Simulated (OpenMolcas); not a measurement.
Mo4+ in a ligand field

Mo4+ with 6 ligands (fluoride) in octahedral coordination (Oh) at 1.96 Å. A charge of +0.333 e stands 2.4 Å behind each ligand. Ligand basis ANO-RCC-VDZP.
```
Mo    0.0000    0.0000    0.0000
F     1.9600    0.0000    0.0000
F     0.0000    1.9600    0.0000
F    -1.9600    0.0000    0.0000
F     0.0000   -1.9600    0.0000
F     0.0000    0.0000    1.9600
F     0.0000    0.0000   -1.9600
```

| Quantity | Value |
| --- | --- |
| Program | OpenMolcas |
| Method | SS-CASPT2, IPEA 0.25 Eh, imaginary shift 0.1 Eh (closed shells correlated: 4s 4p and the ligand valence shells) |
| Basis | ANO-RCC-VDZP [6s5p3d1f] |
| Scalar Hamiltonian | DKH2, point nucleus |
| Active space | 2 electrons in 5 orbitals (4d) |
| State averaging | 2S+1 = 3 even, 10 roots; 2S+1 = 1 even, 15 roots |
| Spin-orbit coupling | state interaction with AMFI integrals over the reference wave functions |

The lowest spin-free states (labels of O, the rotations of Oh), above the lowest:

```tsv
State	Degeneracy	E (cm-1)
3T1	3	0
1T2	3	8110
1E	2	8270
1A1	1	19130
3T2	3	29670
3T1	3	36680
1T2	3	37260
1T1	3	40300
3A2	1	60830
1E	2	68640
1A1	1	78480
```

The lowest levels with spin-orbit coupling:

```json
{"E (cm-1)": "0", "Degeneracy": "2", "Label": "E", "2S+1": "3"}
{"E (cm-1)": "31", "Degeneracy": "3", "Label": "T2", "2S+1": "3"}
{"E (cm-1)": "1050", "Degeneracy": "3", "Label": "T1", "2S+1": "3"}
{"E (cm-1)": "1500", "Degeneracy": "1", "Label": "A1", "2S+1": "3"}
{"E (cm-1)": "8680", "Degeneracy": "3", "Label": "T2", "2S+1": "1"}
{"E (cm-1)": "8880", "Degeneracy": "2", "Label": "E", "2S+1": "1"}
{"E (cm-1)": "19720", "Degeneracy": "1", "Label": "A1", "2S+1": "1"}
{"E (cm-1)": "29860", "Degeneracy": "1", "Label": "A2", "2S+1": "3"}
{"E (cm-1)": "30070", "Degeneracy": "3", "Label": "T2", "2S+1": "3"}
{"E (cm-1)": "30450", "Degeneracy": "3", "Label": "T1", "2S+1": "3"}
{"E (cm-1)": "30460", "Degeneracy": "2", "Label": "E", "2S+1": "3"}
{"E (cm-1)": "36720", "Degeneracy": "1", "Label": "A1", "2S+1": "3"}
{"E (cm-1)": "36990", "Degeneracy": "3", "Label": "T1", "2S+1": "3"}
{"E (cm-1)": "37150", "Degeneracy": "3", "Label": "T2", "2S+1": "3 (62 %)"}
{"E (cm-1)": "37610", "Degeneracy": "2", "Label": "E", "2S+1": "3"}
{"E (cm-1)": "38290", "Degeneracy": "3", "Label": "T2", "2S+1": "1 (62 %)"}
{"E (cm-1)": "40950", "Degeneracy": "3", "Label": "T1", "2S+1": "1"}
{"E (cm-1)": "61490", "Degeneracy": "3", "Label": "T2", "2S+1": "3"}
{"E (cm-1)": "69290", "Degeneracy": "2", "Label": "E", "2S+1": "1"}
{"E (cm-1)": "79130", "Degeneracy": "1", "Label": "A1", "2S+1": "1"}
```

Powder χT (cm3 K/mol): 0.0133 at 2 K, 0.0657 at 10 K, 0.17 at 50 K, 0.216 at 100 K, 0.297 at 200 K, 0.376 at 300 K. The effective moment at 300 K is 2.828 √(χT) = 1.73 μB.

The lowest level has 2S+1 = 3, for which the spin-only value is χT = S(S+1) / 2 = 1.000 cm3 K/mol (g = 2). The computed 0.376 at 300 K differs by -0.624, through orbital momentum, spin-orbit coupling and any other state in reach. With a threefold ground state the orbital momentum is unquenched, so the spin-only value is not expected to hold.

A least-squares ligand-field fit to the states below 45000 cm-1, each weighted by its degeneracy and with a free common offset, gives 10Dq = 30207 cm-1, B = 596 cm-1 and C = 1968 cm-1 (C/B = 3.30), with an rms deviation of 396 cm-1.

The same method and metal basis give the free ion B = 782 cm-1 (fit to its terms below 60000 cm-1, rms deviation 500 cm-1), so the nephelauxetic ratio is β = 596 / 782 = 0.76; it hangs on how both fits weigh the states, and computed free-ion B values tend to be too large, so β mixes covalency with correlation.

Roots that are degenerate in the reference are averaged as groups; the widest CASPT2 spread within a group is 320 cm-1 (the 3-fold group of multiplicity 1 near 37300 cm-1 above the lowest state of its run). Shifts and gaps below about the spread of the groups concerned are not significant. Over all roots computed the reference weight is 0.70 to 0.71; a low but even weight reflects the number of correlated electrons. An orbital triplet at a regular site is open to Jahn-Teller coupling, which can distort the site and quench the lowest spin-orbit gaps and is left out. The least metal-like active orbital is 78 % on the metal (Löwdin) and no ligand orbital is active, so the numbers are rough. Ligand-to-metal charge-transfer states are missing. With no ligand orbital active B as a rule stays too high, so bands that hang on it stand too high and its fall with covalency is understated. With one d shell and no ligand orbital active, 10Dq can be off by a tenth or more. No measured value stands beside these numbers; the geometry was imposed, not optimised, and the real ion may take another.
